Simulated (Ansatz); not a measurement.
C$_{4}$H$_{6}$BF, SMILES `C=C=C(F)BC`. The species carries charge 0 and has multiplicity 1. Geometry: relaxed with PBE0-D4/def2-TZVP. It is one conformer, not always the lowest.

```xyz
12

C     2.271    1.714    0.051
C     1.234    1.006    0.367
C     0.174    0.267    0.620
F    -0.284    0.215    1.898
B    -0.549   -0.528   -0.477
C    -1.804   -1.401   -0.198
H     2.172    2.753   -0.250
H     3.271    1.292    0.083
H    -0.091   -0.434   -1.579
H    -1.644   -2.419   -0.573
H    -2.644   -1.015   -0.790
H    -2.108   -1.449    0.848
```

Problem. What is the dipole moment at ωB97M-V/def2-TZVPP? (Estimate.)

Solution. The calculation gave: 1.60 D, with components (0.99, 0.50, -1.15) D in this frame, pointing from negative to positive charge.

Problem. And with PBE, r2SCAN, B3LYP? (Estimate.)

Solution. Computed: PBE 1.44 D, r2SCAN 1.52 D, B3LYP 1.61 D.

Problem. Give the Mulliken charges with ωB97M-V, r2SCAN, B3LYP in def2-TZVPP. (An estimate is asked.)

Solution. Computed: 
| atom | ωB97M-V | r2SCAN | B3LYP |
| --- | --- | --- | --- |
| C1 | -0.18 | -0.15 | -0.19 |
| C2 | 0.06 | 0.10 | 0.07 |
| C3 | 0.10 | 0.04 | 0.11 |
| F4 | -0.21 | -0.21 | -0.22 |
| B5 | -0.10 | 0.02 | -0.05 |
| C6 | -0.34 | -0.23 | -0.31 |
| H7 | 0.13 | 0.11 | 0.13 |
| H8 | 0.13 | 0.11 | 0.13 |
| H9 | 0.08 | 0.00 | 0.03 |
| H10 | 0.11 | 0.07 | 0.10 |
| H11 | 0.11 | 0.07 | 0.10 |
| H12 | 0.11 | 0.07 | 0.10 |

B3LYP here is the variant with VWN-RPA as its local correlation; programs differ in this.
